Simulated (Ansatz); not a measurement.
Input file for `[NH]=[Ta]([Cl])([Cl])[Cl]`:

```yaml
crystal:
  periodic: [false, false, false]
  atoms:
    - {symbol: N, position_ang: [-0.515380, 0.562098, 1.089146]}
    - {symbol: Ta, position_ang: [0.163564, -0.182362, -0.336276]}
    - {symbol: Cl, position_ang: [1.816857, -1.612139, 0.347279]}
    - {symbol: Cl, position_ang: [-1.521487, -1.311152, -1.399928]}
    - {symbol: Cl, position_ang: [1.005594, 1.487694, -1.657912]}
    - {symbol: H, position_ang: [-0.907148, 0.991761, 1.911491]}
basis:
  gaussian: {orbitals: def2-SVP}
correlation: {method: ccsd_t}
```

```sh
$ ansatz run in.yaml --threads 4 --pin off --events-out ev --progress --plain
```

Output of Ansatz, abridged:

```
Functional definition: HF
986 factors; integrals over basis functions are off by at most 6.9e-4 eV
mean field evaluation 1: about -40529.0269 eV, gradient 5.4e1 eV
mean field evaluation 2: about -40529.0391 eV, gradient 5.4e1 eV
mean field evaluation 4: about -40535.8575 eV, gradient 3.4e0 eV
mean field evaluation 8: about -40535.9011 eV, gradient 4.9e-4 eV
mean field -40535.90109368 eV, -1489.6668889720 hartree, gradient 2.1e-6 eV, S^2 0.000000; 0 other end points of the search recorded, 0 dependent functions left out
16 core orbitals not correlated: weight in the atoms' cores, before any rotation towards them, 1.000 or more for the frozen orbitals, at most 0.000 for the correlated occupied ones
reference -40535.90109368 eV, -1489.6668889720 hartree; 20, 20 occupied and 69, 69 virtual orbitals, 986 factors
second order -23.58490376 eV of doubles, -0.00000000 eV of singles
cycle   1  -22.73260982 eV  change    8.5e-1 eV  update   2.0e-1
cycle   2  -23.54480469 eV  change   -8.1e-1 eV  update   1.0e-1
cycle   3  -23.75237140 eV  change   -2.1e-1 eV  update   2.9e-2
cycle   4  -23.75159678 eV  change    7.7e-4 eV  update   9.9e-3
cycle   5  -23.74501700 eV  change    6.6e-3 eV  update   3.0e-3
cycle   6  -23.74669169 eV  change   -1.7e-3 eV  update   1.3e-3
cycle   7  -23.74606462 eV  change    6.3e-4 eV  update   6.4e-4
cycle   8  -23.74622074 eV  change   -1.6e-4 eV  update   2.4e-4
cycle   9  -23.74627950 eV  change   -5.9e-5 eV  update   1.0e-4
cycle  10  -23.74620539 eV  change    7.4e-5 eV  update   4.1e-5
cycle  11  -23.74617501 eV  change    3.0e-5 eV  update   1.5e-5
perturbative correction -0.96302846 eV, -0.0353906430 hartree
Total energy: -40560.61029714 eV, -1490.5749354507 hartree
```

It took 3.9 s on 4 threads of a server CPU on a shared host, with 0.48 GiB of host memory at the peak.

MP2 recovers 95.4 % of the CCSD(T) correlation energy and the triples give 3.9 %; T1 = 0.0174.
